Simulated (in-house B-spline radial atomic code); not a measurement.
Values are calculated unless marked as measured or tabulated.
**Cu in an electron gas of r_s = 3.6: phase shifts, screening and friction**

A nucleus sits in a uniform electron gas with a rigid positive background. The Kohn-Sham equations are solved self-consistently in the spin-unpolarised LDA (PW92), non-relativistic, on B-splines with outgoing waves at the boundary and partial waves to l = 8. The model has no lattice, no bands and no magnetic solution. Atomic units; δ_l are the phase shifts at the Fermi level, counted so that each bound state adds π, and good to about 0.0005.

The density parameter is r_s = 3.6 bohr.

| l | δ_l (rad) |
| --- | --- |
| 0 | 10.2602 |
| 1 | 6.6271 |
| 2 | 3.0872 |
| 3 | -0.0040 |
| 4 | 0.0003 |
| 5 | 0.0000 |
| 6 | 0.0000 |
| 7 | -0.0001 |
| 8 | 0.0000 |

Bound levels below the band bottom (hartree): s -37.92, p -33.26, s -3.831, p -2.382, s -0.002633 and deeper ones.

Check the Friedel sum rule, and say where the screening charge sits.

k_F = (9π/4)^(1/3)/r_s = 0.53310. The rule is Z = (2/π) Σ (2l + 1) δ_l. The terms are s 6.532, p 12.657, d 9.827, f -0.018 and 0.001 beyond, in all 28.998 against Z = 29. Bound states hold 8 s, 12 p, 0 d electrons, so the scattering states carry 9.00 in all; where a term is smaller than its bound count, the bound level has drawn weight out of the band.

Find the transport cross section and the electronic stopping of a 2 keV Cu ion (mass 63.55 u).

σ_tr = (4π/k_F²) Σ (l + 1) sin²(δ_l − δ_(l+1)). The terms for l = 0 to 3 are 0.2227, 0.3009, 0.0076, 0.0001, all together 0.5313, so σ_tr = 44.217 × 0.5313 = 23.493 bohr². With n = 3/(4π r_s³) = 0.005117, the friction coefficient is Q = n k_F σ_tr = 0.0641. For v well below v_F = 0.533, dE/dx = Q v; with 24801 eV per u at v = 1, v = √(2000/(24801 × 63.55)) = 0.0356, so dE/dx = 0.00228 hartree/bohr = 1.17 eV/nm. The largest term couples the p and d waves.
